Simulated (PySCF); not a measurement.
Pt⁺: ionisation energy

Pt⁺ [Xe] 4f14 5d9 (2D) → Pt²⁺ [Xe] 4f14 5d8 (3F), as a difference of total energies. All numbers are calculated (PySCF 2.14, a scalar-relativistic core potential, in aug-cc-pwCVTZ-PP with ECP60MDF (8s8p7d4f3g, 122 functions)). Correlated levels: valence: 5s2 5p6 frozen; valence and next inner shell: nothing frozen outside the core potential. The calculations carry no spin-orbit coupling.

```
                            method  ionisation energy (eV)
                               UHF                  16.870
                               LDA                  19.555
                               PBE                  19.122
                              PBE0                  18.835
                             HSE06                  18.842
                            PBEsol                  19.189
                     MP2 (valence)                  18.755
                 SCS-MP2 (valence)                  18.643
MP2 (valence and next inner shell)                  18.890
```

Problem. Estimate what SCS-MP2 (valence and next inner shell) gives.

Solution. 18.669 eV, closest to SCS-MP2 (valence) among the rows shown.

Problem. Estimate what revPBE gives.

Solution. 19.011 eV, closest to PBE among the rows shown.

The reference lies between the lowest fine-structure levels, while these numbers refer to the centres of the terms.

Errors of the correlated levels include the incompleteness of this basis and the frozen core.

For comparison: 18.56 ± 0.12 eV (measured; NIST Atomic Spectra Database, ionization energies).
